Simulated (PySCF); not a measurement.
BrGe, charge +1, multiplicity 1. Atoms are numbered in the order given.

```xyz
2

Ge     0.0000     0.0000    -1.1614
Br     0.0000     0.0000     1.0618
```
Charge +1, spin multiplicity 1.

Geometry: B3LYP-D3(BJ)/def2-TZVP. The multiplicity is an assumed one; other spin states were not compared.

These are ωB97X/def2-TZVPD in PySCF values and carry that method's errors.

Gas-phase values at a fixed geometry.

```
Quantity                                                           Value
------------------------------------------------  ----------------------
total energy                                         -4650.96408 hartree
point group                                                          C∞v
highest occupied level                                         -17.60 eV
lowest empty level                                              -7.33 eV
orbital gap                                                     10.27 eV
dipole moment about the centre of nuclear charge                  3.63 D
mean static polarisability                          41.1 bohr³ (6.09 Å³)
polarisability, principal values                  32.0, 32.0, 59.2 bohr³
```
